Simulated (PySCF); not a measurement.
## The third ionisation energy along group 13

All values are computed (PySCF 2.14, energy differences of UHF-based or UKS calculations, no spin-orbit coupling). Values in eV. The last column holds reference values (NIST; (s) semi-empirical, (t) theoretical, else measured). Unmarked ones compare directly (S terms, centres of terms, or small fine structure); those marked * lie between the lowest fine-structure levels and include a spin-orbit shift.

| element | configurations | UHF | LDA | PBE | PBE0 | r2SCAN | reference |
| --- | --- | --- | --- | --- | --- | --- | --- |
| B (aug-cc-pVQZ, non-relativistic) | [He] 2s1 → 1s2 | 37.818 | 37.893 | 38.284 | 38.226 | 37.849 | 37.931 |
| Ga (aug-cc-pVQZ-PP with ECP10MDF, ECP) | [Ar] 3d10 4s1 → [Ar] 3d10 | 29.633 | 31.855 | 31.470 | 31.102 | 31.298 | 30.726 |
| In (aug-cc-pVQZ-PP with ECP28MDF, ECP) | [Kr] 4d10 5s1 → [Kr] 4d10 | 26.622 | 29.094 | 28.670 | 28.285 | 28.380 | 28.044 |
| Tl (aug-cc-pVQZ-PP with ECP60MDF, ECP) | [Xe] 4f14 5d10 6s1 → [Xe] 4f14 5d10 | 28.160 | 30.765 | 30.307 | 29.959 | 30.123 | 29.852 |

Q: Fill in the row of Al (aug-cc-pV(Q+d)Z, non-relativistic) ([Ne] 3s1 → [Ne]).

A: UHF 28.043; LDA 28.831; PBE 28.835; PBE0 28.694; r2SCAN 28.378; reference 28.448 (eV).
